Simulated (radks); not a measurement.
The numbers below are computed, except where a source is named.
All-electron atom: Pd4+ in [Ar] 3d10 4s1.5 4p6 4d6 5s0.5 (fractional occupations, a model configuration). Level of theory: scalar-relativistic Kohn-Sham, exchange-only LDA, spin-polarised, spherical densities, finite nucleus; open shells are filled with parallel spins first (spin-orbit coupling, left out, can overturn this in heavy ions); Fermi nuclear charge, rms radius 4.5318 fm (a radial shooting solver on a logarithmic mesh with Libxc functionals).

Radial electron density D(r) = 4 pi r^2 rho(r):

```
   r/bohr * D(r) (the largest magnitude, 71.8, reaches the edge; | marks zero)
  0.00126 |*
 0.001667 | *
 0.002206 |  *
 0.002919 |     *
 0.003893 |        *
 0.005151 |            *
 0.006815 |                  *
 0.009017 |                          *
  0.01203 |                                  *
  0.01591 |                                        *
  0.02105 |                                            *
  0.02786 |                                           *
  0.03686 |                                       *
  0.04916 |                                      *
  0.06505 |                                             *
  0.08607 |                                                      *
   0.1139 |                                                      *
   0.1519 |                                          *
    0.201 |                                     *
   0.2659 |                                           *
   0.3518 |                                        *
   0.4692 |                       *
   0.6209 |           *
   0.8215 |           *
    1.087 |          *
     1.45 |    *
    1.918 | *
    2.538 *
    3.358 *
    4.479 *
    5.926 *
```

D(r) has 4 maxima, at r = 0.0224, 0.0986, 0.297, 0.869 bohr, and minima at 0.0443, 0.195, 0.689 bohr, inside which lie 2.01, 11.18, 29.18 electrons.
